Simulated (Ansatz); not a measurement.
H₆InNOSi, relaxed with RKS PBE0-D4/def2-TZVP in Ansatz 0.2.0 from a PBE-D4/def2-SVP geometry. The force threshold is 0.005 eV/Å; the program also tests the step.

Total charge 0; spin multiplicity 1. In takes the def2 core potential. The bonds changed during the relaxation, so this is another structure than the one it started from.

Start:

```xyz
10

N    -0.851    0.906    0.168
Si    0.733   -0.046    0.470
In   -1.398    0.194   -2.132
O    -0.223   -1.205   -0.881
H    -0.782    1.862    0.543
H    -1.623    0.460    0.687
H     0.807   -1.275    1.347
H     1.247    0.979    1.510
H     1.834    0.131   -0.553
H     0.256   -2.007   -1.159
```

By how much does the energy fall, and how many steps does the optimiser take? (Best estimate.)

Computed: 0.06 eV, in 12 steps.

Which bonds change most? (Estimate.)

Computed: Si2–O4 from 2.021 to 1.967 Å; N1–In3 from 2.468 to 2.417 Å; N1–Si2 from 1.873 to 1.832 Å; Si2–H8 from 1.548 to 1.528 Å.

Give the relaxed structure. (Estimate.)

Computed: 
```xyz
10

N    -0.850    0.885    0.195
Si    0.705   -0.050    0.446
In   -1.187    0.296   -2.125
O    -0.276   -1.215   -0.798
H    -0.817    1.808    0.610
H    -1.636    0.394    0.611
H     0.855   -1.246    1.328
H     1.267    0.982    1.422
H     1.731    0.148   -0.629
H     0.207   -2.001   -1.060
```
